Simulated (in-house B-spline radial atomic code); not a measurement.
# RPA and G0W0 on PBE0: the nickel ion Ni¹⁶⁺

Configuration [Ne] 3s2, mean-field start PBE0. Computed with a B-spline radial code for spherical atoms: all electrons, scalar-relativistic (spin-free one-electron X2C), finite nucleus, each spin shell either full or empty, empty states to l = 9 with an (l + 1/2)⁻⁴ tail; G0W0 by contour deformation at full frequency.

Command:
```bash
python run_gw.py task.json out
```
Settings (radii: box in bohr, nucleus in fm):
```
Z                        28
electrons                12
configuration            [Ne] 3s2
hamiltonian              x2c
method                   pbe0
lmax                     9
rms_radius               3.7757
spin_polarised           False
box_radius               4.78
intervals                65
ion_configuration        [Ne] 3s1
```

Time taken, with all properties: 3.8 s on 1 thread of Arm Neoverse N1, on a shared host.

Energies (hartree):

```csv
term,value
mean-field total,-1393.32118
Hartree-Fock functional on these orbitals,-1392.99102
direct second order,-0.93454
second-order exchange,0.3482
SOSEX correction,0.31702
```

(1) What is the RPA correlation energy, and what remains with SOSEX?

Quasi-particle levels (eV):

| level | occupied | mean field | Σx - vxc | Σc | QP weight | G0W0 |
| --- | --- | --- | --- | --- | --- | --- |
| 3s | yes | -557.69 | -9.50 | ? | ? | ? |
| 2p | yes | -1408.09 | -40.09 | 3.84 | 0.986 | -1444.35 |
| 2s | yes | -1544.52 | -52.25 | 4.21 | 0.965 | -1592.55 |
| 1s | yes | -8826.12 | -148.68 | 27.14 | 0.958 | -8947.66 |
| 3p | no | -509.00 | 14.43 | -2.71 | 0.972 | -497.28 |

G0W0 = mean field + (Σx - vxc) + Σc, with Σc (partial-wave tail included) taken at the quasi-particle energy.

(2) Where does G0W0 put 3s?

(3) What does it cost to remove one electron (to [Ne] 3s1) by differences of total energies, each species on its own start (correlation terms add to the Hartree-Fock functional)?

Results:

(1) RPA gives -0.85054 hartree (-1.93 eV per electron); RPA + SOSEX gives -0.53352, and the second-order doubles -0.58634 hartree (no singles). SOSEX takes back 37 % of the RPA value.

(2) At -571.09 eV, with Σc = -3.90 eV and a quasi-particle weight of 0.976. The tabulated removal energy is 571.07 ± 0.12 eV (NIST, semi-empirical); the calculation leaves out spin-orbit coupling, Breit and QED terms, and what these don't explain is the method's own error.

(3) PBE0 569.75 eV, Hartree-Fock functional 566.98 eV, + RPA 570.74 eV, + RPA + SOSEX 569.70 eV, + second order 570.50 eV. Tabulated: 571.07 ± 0.12 eV (NIST, semi-empirical); the calculation leaves out spin-orbit coupling, Breit and QED terms, and what these don't explain is the method's own error.
